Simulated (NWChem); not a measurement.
System: CH5ClO2Si; SMILES CO[Si@H](O)Cl

Output (shortened):

```
             Northwest Computational Chemistry Package (NWChem) 7.3.0
             --------------------------------------------------------

                             Geometry "geometry" -> ""
                             -------------------------

 Output coordinates in angstroms (scale by  1.889725989 to convert to a.u.)

  No.       Tag          Charge          X              Y              Z
 ---- ---------------- ---------- -------------- -------------- --------------
    1 C                    6.0000     0.86364600     2.02114100     0.52887200
    2 O                    8.0000     0.33996200     1.38560700    -0.62618800
    3 Si                  14.0000    -0.49079100    -0.04902500    -0.61790800
    4 O                    8.0000    -1.88987700     0.00974600     0.28624600
    5 Cl                  17.0000     0.71893300    -1.53955300     0.21478000
    6 H                    1.0000     1.60593400     1.37487600     1.04851700
    7 H                    1.0000     0.05994200     2.28481000     1.25219000
    8 H                    1.0000     1.37091600     2.95520200     0.21522200
    9 H                    1.0000    -0.80521300    -0.33838200    -2.03746100
   10 H                    1.0000    -1.85418700    -0.45239700     1.14156600

 Effective nuclear repulsion energy (a.u.)     306.4358904256

  pbe96 is a nonlocal functional; adding pw91lda local functional.

                                 NWChem DFT Module
                                 -----------------

 Summary of "ao basis" -> "ao basis" (spherical)
 ------------------------------------------------------------------------------
       Tag                 Description            Shells   Functions and Types
 ---------------- ------------------------------  ------  ---------------------
 C                          def2-svp                 6       14   3s2p1d
 O                          def2-svp                 6       14   3s2p1d
 Si                         def2-svp                 8       18   4s3p1d
 Cl                         def2-svp                 8       18   4s3p1d
 H                          def2-svp                 3        5   2s1p

 in cosmo_initialize ...
 calling solv_data for solv:acetone

 solvent parameters
 solvname_short: acetone
 solvname_long:  acetone
 dielec:       20.4930
 dielecinf:     1.8463
 nonaqueous SMD model solvent descriptors
 dielec:       20.4930
 sola:          0.0400
 solb:          0.4900
 solc:          0.0000
 solg:         33.7700
 solh:          0.0000
 soln:          1.3588

          ---------------
          -cosmo- solvent
          ---------------
 Cosmo: York-Karplus, doi: 10.1021/jp992097l
 dielectric constant -eps-     =  20.49
 screen = (eps-1)/(eps    )    =   0.95120
 surface charge correction     = lagrangian

   van der Waals surface
 --------------------------

 ---------- ATOMIC COORDINATES (A.U.) ------------ VDWR(ANG.) --
     1    1.63205429    3.81940267    0.99942316     1.850
     2    0.64243503    2.61841756   -1.18332374     2.222
     3   -0.92746051   -0.09264382   -1.16767681     2.470
     4   -3.57134968    0.01841727    0.54092651     2.222
     5    1.35858637   -2.90933331    0.40587535     2.380
     6    3.03477522    2.59813891    1.98140982     1.200
     7    0.11327396    4.31766484    2.36629599     1.200
     8    2.59065559    5.58452202    0.40671061     1.200
     9   -1.52163193   -0.63944926   -3.85024300     1.200
    10   -3.50390536   -0.85490637    2.15724694     1.200
 number of segments per atom =        128
 number of   points per atom =        128
 atom (   nspa,  nppa )
 ----------------------
    1 (     45,     0 )       0
    2 (     53,     0 )       0
    3 (     37,     0 )       0
    4 (     79,     0 )       0
    5 (     88,     0 )       0
    6 (     47,     0 )       0
    7 (     54,     0 )       0
    8 (     49,     0 )       0
    9 (     32,     0 )       0
   10 (     10,     0 )       0
 number of -cosmo- surface points =      494
 molecular surface =    154.130 angstrom**2
 molecular volume  =    147.794 angstrom**3
 -lineq- algorithm             =   0
 -bem- low  level              =   3
 -bem- from -octahedral-
 gaussian surface charge width =   4.50000
 degree of switching           =   1.00000
 switching function tolerance  =   0.00010
 atomic radii =
 --------------
    1  6.000  1.850
    2  8.000  2.222
    3 14.000  2.470
    4  8.000  2.222
    5 17.000  2.380
    6  1.000  1.200
    7  1.000  1.200
    8  1.000  1.200
    9  1.000  1.200
   10  1.000  1.200
 ...... end of -cosmo- initialization ......

 nat:                    10
 ixmem:                  5529
 calling mnsol_interface()
 G(SMD-CDS) energy (kcal/mol)  =    -1.338
 SMD-CDS SASA (angstrom**2)    =   154.856

            General Information
            -------------------
          SCF calculation type: DFT
          Wavefunction type:  closed shell.
          No. of atoms     :    10
          No. of electrons :    58
           Alpha electrons :    29
            Beta electrons :    29
          Charge           :     0
          Spin multiplicity:     1
          Use of symmetry is: off; symmetry adaption is: off
          Maximum number of iterations: 150
          AO basis - number of functions:   103
                     number of shells:    49
          Convergence on energy requested:  1.00D-06
          Convergence on density requested:  1.00D-05
          Convergence on gradient requested:  5.00D-04

              XC Information
              --------------
          PerdewBurkeErnzerhof Exchange Functional  1.000
            Perdew 1991 LDA Correlation Functional  1.000 local
           PerdewBurkeErnz. Correlation Functional  1.000 non-local

             Grid Information
             ----------------
          Grid used for XC integration:  medium
          Radial quadrature: Mura-Knowles
          Angular quadrature: Lebedev.
          Tag              B.-S. Rad. Rad. Pts. Rad. Cut. Ang. Pts.
          ---              ---------- --------- --------- ---------
          C                   0.70       49          10.0       434
          O                   0.60       49          11.0       434
          Si                  1.10       88          10.0       590
          Cl                  1.00       88          11.0       590
          H                   0.35       45          12.0       434
          Grid pruning is: on
          Number of quadrature shells:   548
          Spatial weights used:  Erf1

      Superposition of Atomic Density Guess
      -------------------------------------

 Sum of atomic energies:        -937.56557684

      Non-variational initial energy
      ------------------------------

 Total energy =    -939.309270
 1-e energy   =   -1904.603681
 2-e energy   =     658.858521
 HOMO         =      -0.389951
 LUMO         =       0.066939

   convergence    iter        energy       DeltaE   RMS-Dens  Diis-err
 ---------------- ----- ----------------- --------- --------- ---------
     COSMO gas phase
 d= 0,ls=0.0,diis     1   -940.3288873678 -1.25D+03  1.76D-02  1.04D+00
 d= 0,ls=0.0,diis     2   -940.1406481083  1.88D-01  1.13D-02  2.95D+00
 d= 0,ls=0.0,diis     3   -940.4334129731 -2.93D-01  2.76D-03  8.79D-02
 d= 0,ls=0.0,diis     4   -940.4390538972 -5.64D-03  1.40D-03  2.27D-02
 d= 0,ls=0.0,diis     5   -940.4421803157 -3.13D-03  2.25D-04  5.18D-04
  Resetting Diis
 d= 0,ls=0.0,diis     6   -940.4422366185 -5.63D-05  7.23D-05  1.26D-04
 d= 0,ls=0.0,diis     7   -940.4422481043 -1.15D-05  4.91D-05  8.55D-06
 d= 0,ls=0.0,diis     8   -940.4422451906  2.91D-06  3.40D-05  3.89D-05
 d= 0,ls=0.0,diis     9   -940.4422489248 -3.73D-06  4.39D-06  2.18D-07
 d= 0,ls=0.0,diis    10   -940.4422489497 -2.49D-08  1.11D-06  1.61D-08

   convergence    iter        energy       DeltaE   RMS-Dens  Diis-err
 ---------------- ----- ----------------- --------- --------- ---------
     COSMO solvation phase
 d= 0,ls=0.0,diis     1   -940.4499716813 -7.72D-03  1.01D-03  1.87D-03
 d= 0,ls=0.0,diis     2   -940.4503514953 -3.80D-04  3.16D-04  1.07D-03
 d= 0,ls=0.0,diis     3   -940.4504426497 -9.12D-05  1.36D-04  4.39D-04
 d= 0,ls=0.0,diis     4   -940.4504802303 -3.76D-05  4.30D-05  3.33D-05
 d= 0,ls=0.0,diis     5   -940.4504833046 -3.07D-06  1.37D-05  2.90D-06
 d= 0,ls=0.0,diis     6   -940.4504835913 -2.87D-07  4.52D-06  4.45D-07

         Total DFT energy =     -940.450483591325
      One electron energy =    -1908.060312292249
           Coulomb energy =      734.426769410221
    Exchange-Corr. energy =      -73.126982264432
 Nuclear repulsion energy =      306.435890425620

             COSMO energy =       -0.125848870485

 Numeric. integr. density =       58.000004957239

                                COSMO-SMD solvation results
                                ---------------------------

             internal energy in gas <Psi(g)|H|Psi(g)> =      -940.442248949732
         internal energy in solvent <Psi(s)|H|Psi(s)> =      -940.441665695676
                               delta internal energy  =         0.000583254056 (    0.37 kcal/mol)
   total free energy in solvent <Psi(s)|H+V/2|Psi(s)> =      -940.448351954493
 polarization energy contribution <Psi(s)|V/2|Psi(s)> =        -0.006686258816 (   -4.20 kcal/mol)
    total free energy in solvent including G(SMD-CDS) =      -940.450483591325
                       G(SMD-CDS) energy contribution =        -0.002131636832 (   -1.34 kcal/mol)
     1 M fixed-concentration free energy of solvation =        -0.008234641592 (   -5.17 kcal/mol)

                       DFT Final Molecular Orbital Analysis
                       ------------------------------------

 Vector   27  Occ=2.000000D+00  E=-2.770832D-01
              MO Center= -2.9D-01, -5.8D-01,  1.1D-01, r^2= 3.8D+00
   Bfn.  Coefficient  Atom+Function         Bfn.  Coefficient  Atom+Function
  ----- ------------  ---------------      ----- ------------  ---------------
    71      0.365435   5 Cl px               51     -0.323947   4 O  py
    73     -0.281026   5 Cl pz               68      0.267367   5 Cl px
    54     -0.236597   4 O  py               70     -0.214581   5 Cl pz
    50      0.157138   4 O  px               65      0.156140   5 Cl px
    67     -0.124759   5 Cl pz               52     -0.123547   4 O  pz

 Vector   28  Occ=2.000000D+00  E=-2.650451D-01
              MO Center=  1.9D-01,  1.2D+00, -1.8D-01, r^2= 3.2D+00
   Bfn.  Coefficient  Atom+Function         Bfn.  Coefficient  Atom+Function
  ----- ------------  ---------------      ----- ------------  ---------------
    20     -0.336342   2 O  pz               19      0.315020   2 O  py
    23     -0.251204   2 O  pz               89     -0.218852   8 H  s
    22      0.215467   2 O  py               51      0.179912   4 O  py
    50      0.161809   4 O  px                6      0.152325   1 C  pz
    72      0.147027   5 Cl py                5     -0.142502   1 C  py

 Vector   29  Occ=2.000000D+00  E=-2.468430D-01
              MO Center=  3.1D-01,  1.1D+00, -1.3D-01, r^2= 2.7D+00
   Bfn.  Coefficient  Atom+Function         Bfn.  Coefficient  Atom+Function
  ----- ------------  ---------------      ----- ------------  ---------------
    18      0.454449   2 O  px               21      0.336511   2 O  px
    19     -0.234933   2 O  py               84      0.199678   7 H  s
    79     -0.187856   6 H  s                22     -0.173057   2 O  py
     4     -0.166757   1 C  px               72     -0.151012   5 Cl py
    51      0.147591   4 O  py               85      0.147829   7 H  s

 Vector   30  Occ=0.000000D+00  E= 1.733369D-02
              MO Center= -9.4D-01, -1.1D-02,  3.9D-01, r^2= 4.7D+00
   Bfn.  Coefficient  Atom+Function         Bfn.  Coefficient  Atom+Function
  ----- ------------  ---------------      ----- ------------  ---------------
    32      0.764400   3 Si s                49     -0.720396   4 O  s
   100      0.622796  10 H  s                 3     -0.506425   1 C  s
    95     -0.445156   9 H  s                85      0.415870   7 H  s
    31      0.343618   3 Si s                39     -0.275681   3 Si px
    17     -0.252943   2 O  s                90      0.236230   8 H  s

 Vector   31  Occ=0.000000D+00  E= 2.121048D-02
              MO Center= -2.9D-01, -3.3D-01, -5.5D-01, r^2= 3.7D+00
   Bfn.  Coefficient  Atom+Function         Bfn.  Coefficient  Atom+Function
  ----- ------------  ---------------      ----- ------------  ---------------
    40      0.677695   3 Si py               39     -0.544057   3 Si px
    64      0.495531   5 Cl s                32     -0.476851   3 Si s
    31     -0.453570   3 Si s                72      0.379786   5 Cl py
    95      0.373288   9 H  s                73     -0.319442   5 Cl pz
   100      0.313546  10 H  s                49     -0.311677   4 O  s

 Vector   32  Occ=0.000000D+00  E= 3.994401D-02
              MO Center= -1.9D-01,  1.3D-01, -6.5D-01, r^2= 4.0D+00
   Bfn.  Coefficient  Atom+Function         Bfn.  Coefficient  Atom+Function
  ----- ------------  ---------------      ----- ------------  ---------------
    17      0.833212   2 O  s                40     -0.779144   3 Si py
    39     -0.656630   3 Si px               41      0.287200   3 Si pz
     9      0.266891   1 C  pz               32     -0.266558   3 Si s
    49     -0.215181   4 O  s                71      0.210569   5 Cl px
    16      0.205986   2 O  s                37     -0.193740   3 Si py

     Multipole analysis of the density
     ---------------------------------

     L   x y z        total         alpha         beta         nuclear
     -   - - -        -----         -----         ----         -------
     0   0 0 0     -0.000000    -29.000000    -29.000000     58.000000

     1   1 0 0     -0.039071      1.387616      1.387616     -2.814303
     1   0 1 0      0.215224     -2.023080     -2.023080      4.261385
     1   0 0 1      0.797406      3.163110      3.163110     -5.528813

     2   2 0 0    -33.539167   -114.403099   -114.403099    195.267032
     2   1 1 0      2.632454     -4.259243     -4.259243     11.150940
     2   1 0 1     -0.846372     -9.633542     -9.633542     18.420712
     2   0 2 0    -32.121358   -188.115542   -188.115542    344.109726
     2   0 1 1      1.383329      1.746776      1.746776     -2.110224
     2   0 0 2    -30.548115    -50.570974    -50.570974     70.593832
```

Level: PBE/def2-SVP, SMD on the gas-phase geometry. All runs use the structure optimised with PBE-D3(BJ)/def2-SVP. Solvent: acetone.

Problem. Write an input that gives this output.

Solution. Several could match; the one computed here: the input that was run:
```
start job
memory heap 200 mb stack 900 mb global 1100 mb
geometry units angstroms noautosym nocenter noautoz
  C      0.863646     2.021141     0.528872
  O      0.339962     1.385607    -0.626188
  Si    -0.490791    -0.049025    -0.617908
  O     -1.889877     0.009746     0.286246
  Cl     0.718933    -1.539553     0.214780
  H      1.605934     1.374876     1.048517
  H      0.059942     2.284810     1.252190
  H      1.370916     2.955202     0.215222
  H     -0.805213    -0.338382    -2.037461
  H     -1.854187    -0.452397     1.141566
end
basis spherical
  * library def2-svp
end
dft
  xc xpbe96 cpbe96
  iterations 150
end
cosmo
  do_cosmo_smd true
  solvent acetone
end
task dft energy
```
